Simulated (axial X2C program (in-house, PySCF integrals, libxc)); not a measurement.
**RbP: from the spin-free to the two-component result**

All values were computed with an axial X2C code built on PySCF integrals. Spin-free means the one-electron spin-free X2C Hamiltonian; two-component (2c) means X2C with spin–orbit coupling and atomic mean-field two-electron Coulomb and Gaunt terms, so the difference of the two also holds small scalar two-electron terms. Basis: Rb dyall-cv3z [12s13p8d4f1g], P dyall-v3z [8s7p2d1f] (cores contracted in-house); Gaussian nuclei, density fitting, unrestricted open shells. Masses: Rb 84.912 u, P 30.974 u.

Spin-free state: M_S = 1, Λ = 0 (beyond evenly filled blocks: π+α, π-α); fragments Rb + P.

```json
{"level": "PBE0", "Re (Å)": "3.145", "ωe (cm⁻¹)": "180.2", "De (eV)": "1.324", "μ (D)": "-9.57"}
{"level": "CCSD", "Re (Å)": "3.167", "ωe (cm⁻¹)": "182.7", "De (eV)": "1.002", "μ (D)": "n/a"}
{"level": "CCSD(T)", "Re (Å)": "3.163", "ωe (cm⁻¹)": "182.3", "De (eV)": "1.027", "μ (D)": "n/a"}
{"level": "M06", "Re (Å)": "3.148", "ωe (cm⁻¹)": "183.4", "De (eV)": "1.569", "μ (D)": "-10.01"}
```

Correlated methods: 14 electrons correlated (number of frozen shells: Rb 3 s, 2 p, 1 d; P 2 s, 1 p), 232 virtual spin orbitals or spinors in MP2, 90 natural virtuals in coupled cluster.

Dipoles are positive if P is the positive end.

Two-component determinant lowest at the distance of the search:

Ω = 1 (⟨Sz⟩ = 1.00, ⟨Lz⟩ = 0.00 at HF); fragments Rb + P.

| level | Re (Å) | ωe (cm⁻¹) | De (eV) | μ (D) |
| --- | --- | --- | --- | --- |
| PBE0 | 3.145 | 180.2 | 1.323 | -9.56 |
| CCSD | 3.168 | 182.8 | 1.001 | n/a |
| CCSD(T) | 3.164 | 182.3 | 1.026 | n/a |
| M06 | 3.148 | 183.4 | 1.567 | -10.00 |

From the two tables, how do the constants change at the CCSD(T) level (2c against spin-free)?

At the CCSD(T) level Re goes up by 0.001 Å and ωe stays the same within 0.2 cm⁻¹; De changes by -0.001 eV.

The state is one determinant whose occupation by symmetry is held fixed; it was picked as the lowest of a PBE0 search that is not exhaustive. Dissociation energies refer to the lowest single-determinant-based atoms at the same level and basis. Density functionals use the spin component along the axis (collinear). Coupled cluster ran in a truncated set of natural virtual spinors; the MP2 energy of the rest was added. (T) has no such correction and the atoms are truncated less, which lowers De at CCSD(T) by a hundredth of an eV or more. Other states lie close and PBE0, whose exact exchange favours high spin, may order them wrongly; the determinant shown need not be the ground state. The nearest other spin-free determinant of the search, M_S = 1, Λ = 1, lies 0.44 eV up at the distance of the search. With several unpaired electrons one determinant need not be a pure state. Open-shell Ω = 0 determinants with evenly filled partner blocks cannot be reached by this program, so the Ω shown need not be the lowest component. This is the Ω = 1 component of a π² triplet; the 0⁺ component is not one determinant and can lie lowest.
